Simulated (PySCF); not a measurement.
UHF on He⁺ (helium, charge +1)

Configuration: 1s1, 2S determinant. All numbers are calculated (PySCF 2.14, scalar relativity by spin-free X2C-1e, in cc-pVDZ-DK).

* Total energy: -1.993724 hartree
* One-electron energy: -1.9937 hartree
* Hartree (Coulomb) energy: 0.6228 hartree
* Exchange energy: -0.6228 hartree
* ⟨S²⟩: 0.7500
* ⟨L²⟩: 0.000
* Sum of ⟨r⟩: 0.7584 bohr
* Sum of ⟨r²⟩: 0.7833 bohr²
* Langevin diamagnetic susceptibility: -0.620 ×10⁻⁶ cm³/mol
* Time after the integrals: 0.02 s of wall time on 1 thread of Neoverse-V1 (shared host)

```tsv
shell	electrons	mean orbital energy (hartree)	rms radius, mean of both spins (bohr)
1s α	1	-1.99372	0.885
```
